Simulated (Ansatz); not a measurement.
MO3F with several metals: binding per atom (eV) at several levels, gas phase, relaxed structures; Ansatz. Core potentials for Re, Tc in the def2 sets, no spin–orbit coupling. Binding counts from free atoms in the multiplicity of their measured ground term, without zero-point energy. The structures are stationary points that may keep the symmetry of their start. Correlated methods freeze inner cores and use unrestricted references for open shells. Remarks come from the PBE and PBE0 runs and from stability tests at other levels; not every state was tested.

```csv
species,state,geometry,PBE-D4/def2-SVP,r2SCAN-D4/def2-TZVP,PBE0-D4/def2-TZVP,CAM-B3LYP-D4/def2-TZVP,ωB97M-V/def2-TZVP,RPA@PBE/def2-TZVP,remarks
ReO3F,singlet,PBE0-D4/def2-SVP,5.29,4.94,4.67,4.69,4.58,4.43,–
TcO3F,singlet,r2SCAN-D4/def2-SVP,5.12,4.63,4.28,4.27,4.15,4.10,restricted SCF unstable in HF
```

Q: Estimate the rows for MnO3F (singlet, B3LYP-D4/def2-SVP geometry).

A: 
```csv
species,state,geometry,PBE-D4/def2-SVP,r2SCAN-D4/def2-TZVP,PBE0-D4/def2-TZVP,CAM-B3LYP-D4/def2-TZVP,ωB97M-V/def2-TZVP,RPA@PBE/def2-TZVP,remarks
MnO3F,singlet,B3LYP-D4/def2-SVP,4.18,3.60,2.90,2.91,2.78,2.94,restricted SCF unstable in HF
```
